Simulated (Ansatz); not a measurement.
Isolated molecules relaxed with PBE0-D4/def2-TZVP in Ansatz; ΔE leaves out vibrations. CCSD(T)/CBS is the MP2 limit (def2-TZVPP, def2-QZVPP) plus CCSD(T) − MP2 in def2-TZVPP, frozen cores. DFT in def2-TZVPP. B3LYP here is the variant with VWN-RPA as its local correlation; programs differ in this. One conformer a species, not always the lowest.

Consider the isomerisation: `C1CS[SiH2]1` → `[SiH3]/C=C\S`.

```csv
level,ΔE (kcal/mol),difference from CCSD(T)/CBS
LDA (SPW92),28.2,1.6
B97M-V,26.0,-0.6
B3LYP-D4,22.6,-4.0
r2SCANh-D4,26.8,0.2
BHLYP-D4,25.4,-1.2
ωB97M-V,27.5,0.9
B2PLYP,24.3,-2.3
PBE0,28.9,2.3
r2SCAN0,28.5,1.9
HF/def2-SVP,23.4,-3.2
CCSD/def2-SVP,23.5,-3.1
SCS-MP2/def2-TZVPP,26.4,-0.2
CCSD/def2-TZVPP,26.1,-0.5
MP2/def2-QZVPP,28.8,2.2
SCS-MP2/def2-QZVPP,27.0,0.4
MP2/CBS(def2),29.3,2.7
CCSD(T)/CBS,26.6,0
```

Largest T1 diagnostic among the species: 0.013.

From r2SCAN to r2SCAN0 (25 % exact exchange), in def2-TZVPP and without D4, ΔE moves by +2.7 kcal/mol. At CCSD(T), def2-SVP lies −3.9 kcal/mol from the extrapolated value and def2-TZVPP −1.0 kcal/mol.
